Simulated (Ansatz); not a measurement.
Ansatz (a first-principles code) job for CH2Cl3Si, SMILES [CH2][Si](Cl)(Cl)Cl, multiplicity 2, PBE0/def2-SVPD. Geometry: PBE0-D3(BJ)/def2-SVP. The isomer is the one that the SMILES or the coordinates give; other isomers of the formula were not compared.

Ansatz 0.2 input:
```yaml
crystal:
  periodic: [false, false, false]
  atoms:
    - {symbol: C, position_ang: [2.11037272, -0.05696574, 0.00000001]}
    - {symbol: Si, position_ang: [0.28642737, -0.01080462, -0.00000000]}
    - {symbol: Cl, position_ang: [-0.44521938, -0.94416056, 1.67184653]}
    - {symbol: Cl, position_ang: [-0.44521938, -0.94416079, -1.67184639]}
    - {symbol: Cl, position_ang: [-0.40621655, 1.92278768, -0.00000014]}
    - {symbol: H, position_ang: [2.68546040, -0.04643417, 0.93122386]}
    - {symbol: H, position_ang: [2.68546041, -0.04643431, -0.93122384]}
basis:
  gaussian:
    orbitals: def2-SVPD
hamiltonian:
  xc: {name: PBE0}
magnetization: {spin_polarized: true, initial_magnetization: 1}
```

Program output:

```
WARN ansatz: RAYON_NUM_THREADS=1 ignored (pool sized by the plan → 1); use --threads N
Functional definition: PBE0
integrals: 0.13 GiB planned
1325 factors; integrals over basis functions are off by at most 1.2e-3 eV
mean field: 1.29 GiB planned
mean field evaluation 1: about -46483.9494 eV, gradient 2.3e1 eV
mean field evaluation 2: about -46483.6995 eV, gradient 2.3e1 eV
mean field evaluation 4: about -46486.7131 eV, gradient 8.6e-1 eV
mean field evaluation 8: about -46486.7356 eV, gradient 4.1e-2 eV
mean field evaluation 16: about -46486.7356 eV, gradient 4.3e-5 eV
mean field -46486.73559803 eV, -1708.3560233866 hartree, gradient 4.3e-5 eV, S^2 0.754198; 0 other end points of the search recorded, 0 dependent functions left out
reference -46486.73563660 eV, -1708.3560248039 hartree; 37, 36 occupied and 104, 105 virtual orbitals, 1325 factors
Total energy: -46486.73563660 eV, -1708.3560248039 hartree
```

The calculation finished and met its thresholds.

Cost: very roughly 13 core-seconds.
